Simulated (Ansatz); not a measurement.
C8H15ClN2⁺, that is 1-butyl-3-methylimidazolium chloride with one electron fewer. Total charge 1; doublet. Geometry PBE-D4/def2-SVP, that of the neutral singlet; atoms count from 1.

```xyz
26

C     2.1975   -2.7936    1.1519
C     1.2756   -1.5938    1.3732
C    -0.1446   -1.8119    0.8406
C    -1.0772   -0.6144    1.0264
N    -0.6115    0.5880    0.3408
C    -0.6117    1.8806    0.8635
C    -0.4287    2.7462   -0.1788
N    -0.3105    1.9810   -1.3401
C    -0.4225    2.4717   -2.7012
C    -0.5912    0.6764   -1.0277
H     1.8061   -3.7036    1.6535
H     3.2164   -2.6062    1.5472
H     2.2968   -3.0310    0.0716
H     1.2230   -1.3531    2.4592
H     1.7099   -0.6918    0.8883
H    -0.1106   -2.0889   -0.2369
H    -0.6141   -2.6825    1.3483
H    -2.0901   -0.8285    0.6152
H    -1.1718   -0.3585    2.1009
H    -0.7170    2.0658    1.9362
H    -0.3426    3.8362   -0.1956
H     0.3288    1.9834   -3.3538
H    -0.2504    3.5629   -2.7136
H    -1.4438    2.2276   -3.0689
H    -0.3007   -0.1568   -1.6750
Cl   -2.8153    0.2949   -1.7253
```

(1) Estimate the Mulliken populations from the PBE0/def2-TZVP orbitals of Ansatz.

(2) Where does the spin sit?

(3) And the Mayer bond orders between heavy atoms (over 0.3)?

Answers

(1) 
| atom | charge (e) | spin (α − β) |
| --- | --- | --- |
| C1 | -0.37 | 0.00 |
| C2 | -0.22 | 0.00 |
| C3 | -0.26 | 0.00 |
| C4 | -0.16 | 0.00 |
| N5 | 0.08 | 0.11 |
| C6 | -0.05 | 0.13 |
| C7 | -0.05 | 0.15 |
| N8 | 0.05 | 0.09 |
| C9 | -0.32 | 0.00 |
| C10 | -0.08 | -0.08 |
| H11 | 0.14 | 0.00 |
| H12 | 0.15 | 0.00 |
| H13 | 0.13 | 0.00 |
| H14 | 0.12 | 0.00 |
| H15 | 0.10 | 0.00 |
| H16 | 0.13 | 0.00 |
| H17 | 0.16 | 0.00 |
| H18 | 0.20 | 0.01 |
| H19 | 0.16 | 0.00 |
| H20 | 0.22 | -0.01 |
| H21 | 0.23 | -0.01 |
| H22 | 0.18 | 0.00 |
| H23 | 0.18 | 0.00 |
| H24 | 0.20 | 0.01 |
| H25 | 0.25 | 0.01 |
| Cl26 | -0.15 | 0.60 |
Mulliken values depend strongly on the basis.

(2) Summed by element: C 0.19, N 0.20, H 0.02, Cl 0.60, of 1 unpaired in all. Largest on single atoms: Cl26 0.60, C7 0.15, C6 0.13.

(3) C1–C2 1.03 (1.53 Å); C2–C3 0.99 (1.53 Å); C3–C4 0.98 (1.53 Å); C4–N5 0.87 (1.46 Å); N5–C6 1.25 (1.39 Å); N5–C10 1.24 (1.37 Å); C6–C7 1.52 (1.37 Å); C7–N8 1.25 (1.40 Å); N8–C9 0.90 (1.45 Å); N8–C10 1.23 (1.37 Å); C10–Cl26 0.54 (2.36 Å).
